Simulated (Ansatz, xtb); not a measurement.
**Relative energy of two isomers of CH3ClSi2**

We compare I, `[SiH2]=C[Si]Cl`, a singlet, with II, `[Si]=C[SiH2]Cl`, a singlet. Both are isolated molecules in the gas phase, relaxed with BLYP-D3(BJ)/def2-SVP; the shapes shown needn't be the lowest conformers.

I (Å):

```tsv
atom	x (Å)	y (Å)	z (Å)
C	-0.2600	-0.7648	0.8467
Cl	-2.9388	0.3606	-0.1582
Si	1.2512	-1.6248	0.9257
Si	-1.2761	-0.8832	-0.7250
H	2.1808	-1.6392	2.0965
H	1.7318	-2.4393	-0.2284
H	-0.5823	-0.1722	1.7223
```

II (Å):

```json
{"atom": "C", "x (Å)": "0.0840", "y (Å)": "-1.0948", "z (Å)": "1.8072"}
{"atom": "Cl", "x (Å)": "-1.7193", "y (Å)": "-1.7626", "z (Å)": "-0.8750"}
{"atom": "Si", "x (Å)": "1.4672", "y (Å)": "-2.0437", "z (Å)": "2.2226"}
{"atom": "Si", "x (Å)": "-0.0343", "y (Å)": "-0.8249", "z (Å)": "-0.0294"}
{"atom": "H", "x (Å)": "-0.7126", "y (Å)": "-0.6450", "z (Å)": "2.4253"}
{"atom": "H", "x (Å)": "-0.1268", "y (Å)": "0.6246", "z (Å)": "-0.3905"}
{"atom": "H", "x (Å)": "1.1892", "y (Å)": "-1.4155", "z (Å)": "-0.6737"}
```

Quicker runs give these differences E(II) − E(I): GFN2-xTB −8.8 kcal/mol; HF/STO-3G −12.0 kcal/mol (at GFN2-xTB geometries); r2SCAN-D4/def2-SVP −6.3 kcal/mol (at GFN2-xTB geometries).

Q: Estimate E(II) − E(I) at the level CCSD(T)/def2-TZVP.

A: Calculated at CCSD(T)/def2-TZVP: E(II) − E(I) = −11.3 kcal/mol, so structure II lies lower.

How the difference moves with the method:

| level | geometry | E(II) − E(I) (kcal/mol) | departure from the last row (kcal/mol) | job, with rough time for the two |
| --- | --- | --- | --- | --- |
| GFN2-xTB | GFN2-xTB | −8.8 | +2.4 | optimisation, 0.19 s |
| HF/STO-3G | GFN2-xTB | −12.0 | −0.7 | single point, 0.26 s |
| r2SCAN-D4/def2-SVP | GFN2-xTB | −6.3 | +5.0 | single point, 2.9 s |
| BLYP-D3(BJ)/def2-SVP | BLYP-D3(BJ)/def2-SVP | −5.8 | +5.5 | optimisation, 22 s |
| HF/def2-TZVP | BLYP-D3(BJ)/def2-SVP | −12.6 | −1.3 | part of the CCSD(T) run |
| MP2/def2-TZVP | BLYP-D3(BJ)/def2-SVP | −11.4 | −0.2 | part of the CCSD(T) run |
| CCSD(T)/def2-TZVP | BLYP-D3(BJ)/def2-SVP | −11.3 |  | single point, 45 s |

As drawn, both hold the same kinds of bond in the same numbers.

The levels shown agree on the order. The largest departure from CCSD(T)/def2-TZVP is that of BLYP-D3(BJ)/def2-SVP, 5.5 kcal/mol.

With harmonic frequencies from BLYP-D3(BJ)/def2-SVP (ideal gas, rigid rotor, one conformer each, 298.15 K, 1 atm): the zero-point term adds +0.4 kcal/mol; ΔH is −11.0 and ΔG −10.9 kcal/mol.

The correlated steps freeze 16 core orbitals. Mirror images aren't counted in ΔG. Codes used: Ansatz 0.2.0, xtb 6.7.1; the last row on 2 threads of Arm Neoverse V2 on a shared host.
